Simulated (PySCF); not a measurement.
# Spinor energies of Sm³⁵⁺ (samarium, charge +35)

Start: [Ar] 3d9; 3d3/2 filled at m_j = -3/2, -1/2, +1/2, +3/2; 3d5/2 filled at m_j = -3/2, -1/2, +1/2, +3/2, +5/2. Calculated with PySCF 2.14 in an even-tempered Gaussian basis (16 s from 6.6 bohr⁻², ratio 2.8; 12 p from 8.6 bohr⁻², ratio 2.8; 8 d from 8.6 bohr⁻², ratio 2.8; 3 f from 34 bohr⁻², ratio 3): generalised Hartree-Fock with the X2C-1e Hamiltonian and a Gaussian nucleus; one run each with spin-orbit coupling (SO) switched off, then screened by Boettger's factors.

| spinor shell | electrons | ε, spin-free (eV) | ε, screened SO (eV) | weight of nominal j (screened SO) | rms radius, screened SO (bohr) |
| --- | --- | --- | --- | --- | --- |
| 1s1/2 | 2 | -48562.2 | -48554.2 | 1.000 | 0.0259 |
| 2s1/2 | 2 | -9261.2 | -9258.6 | 1.000 | 0.105 |
| 2p1/2 | 2 | -8419.0 | -8846.8 | 1.000 | 0.0897 |
| 2p3/2 | 4 | -8419.0 | -8233.4 | 1.000 | 0.0958 |
| 3s1/2 | 2 | -3104.0 | -3103.2 | 1.000 | 0.265 |
| 3p1/2 | 2 | -2833.4 | -2929.3 | 0.999 | 0.256 |
| 3d3/2 | 4 | -2487.7 | -2505.5 | 0.991 | 0.238 |
| 3d5/2 | 5 | -2487.7 | -2475.0 | 0.993 | 0.241 |

(1) Where does 3p3/2 lie, and what is the 3p spin-orbit splitting (screened SO)?

```
   quantity    spin-free  screened SO
E (hartree)  -9675.28104  -9681.46102
        M_J          5/2          5/2
       ⟨J²⟩        8.750        8.750
       ⟨L²⟩        6.000        6.028
       ⟨S²⟩        0.750        0.778
```

Each row is a mean over spinors that exchange with the open shell spreads, by up to 22.057 eV (3p3/2).

Breit and QED terms are absent; they matter most for the inner s and p1/2 levels.

Densities and radii are taken from the X2C orbitals without a picture-change correction, which distorts them close to the nucleus.

Without spin-orbit coupling the j labels of p, d and f shells carry no meaning; the spin-free column gives the mean over the occupied spinors of each nl shell.

## Answers

(1) At -2791.2 eV, 138.11 eV above 3p1/2.
